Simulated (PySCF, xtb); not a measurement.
B(Me)(OMe)(SMe) (C3H9BOS), SMILES COB(C)SC.

Coordinates come from a PBE0-D3(BJ)/def2-SVP optimisation. The values are those of a single conformer.

Calculation: IEF-PCM-B3LYP/def2-SVP run with PySCF 2.14.0.

The values are the electrostatic part of the solvation free energy, E(continuum) − E(gas) at the gas-phase geometry, in a cavity of scaled van der Waals radii (PySCF's table); cavitation and dispersion terms are not included. In vacuum the orbital gap is 6.97 eV. The dipole moment in vacuum is 2.13 D.

```csv
solvent,ε,ΔG(elec) (kcal/mol),dipole (D),gap (eV)
water,78.36,-3.1,2.72,7.14
dimethylsulfoxide,46.83,-3.1,2.71,7.13
benzene,2.27,-1.4,2.39,7.04
```

For comparison, GFN2-xTB/ALPB(water) (xtb, at the GFN2-xTB geometry, all terms of that model) gives -1.1 kcal/mol.
